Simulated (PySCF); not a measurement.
Electronic structure of Kr²⁺ (krypton, charge +2) at the UHF level

Configuration: [Ar] 3d10 4s2 4p4, high-spin 3P determinant. Calculation: PySCF 2.14, in ANO-RCC-VTZP (6s5p3d1f, 43 functions); scalar relativity by spin-free X2C-1e.

* Total energy: -2786.845423 hartree
* One-electron energy: -3843.7322 hartree
* Hartree (Coulomb) energy: 1151.7973 hartree
* Exchange energy: -94.9105 hartree
* ⟨S²⟩: 2.0080
* ⟨L²⟩: 2.030
* Sum of ⟨r⟩: 21.23 bohr
* Sum of ⟨r²⟩: 25.83 bohr²
* Traceless quadrupole moment −½Σ⟨3z² − r²⟩ along its main axis: -1.36 e·bohr²
* Langevin diamagnetic susceptibility: -20.5 ×10⁻⁶ cm³/mol

```csv
shell,electrons,mean orbital energy (hartree),spread (hartree),"rms radius, mean of both spins (bohr)"
1s α,1,-530.28325,0,0.0478
1s β,1,-530.27129,0,0.0478
2s α,1,-72.99518,0,0.199
2s β,1,-72.98854,0,0.199
2p α,3,-64.46971,0.01057,0.177
2p β,3,-64.45600,0.00457,0.177
3s α,1,-12.16707,0,0.565
3s β,1,-12.14430,0,0.565
3p α,3,-9.35948,0.03155,0.581
3p β,3,-9.32894,0.00525,0.581
3d α,5,-4.68984,0.02973,0.610
3d β,5,-4.67433,0.01571,0.610
4s α,1,-2.11304,0,1.62
4s β,1,-1.86200,0,1.62
4p α,3,-1.39306,0.08078,1.87
4p β,1,-1.29158,0,1.87
```

Densities and radii are taken from the X2C orbitals without a picture-change correction, which distorts them close to the nucleus.

Spin-orbit constants ζ (cm⁻¹) from the X2C one-electron operator on these orbitals: bare nucleus, nucleus screened by l(l+1)(2l+1)/3 electrons, and screened by the Breit-Pauli mean field of the electrons.

```
shell    bare  screened nucleus  mean field
   2p  297400            280800      273500
   3p   43900             41460       40160
   3d    5563              4018        3768
   4p    4078              3852        3711
```

To first order the Landé constant is A = -1856 cm⁻¹, so the lowest level has J = 2 and lies 0.230 eV below the centre of the term. This holds in LS coupling only.
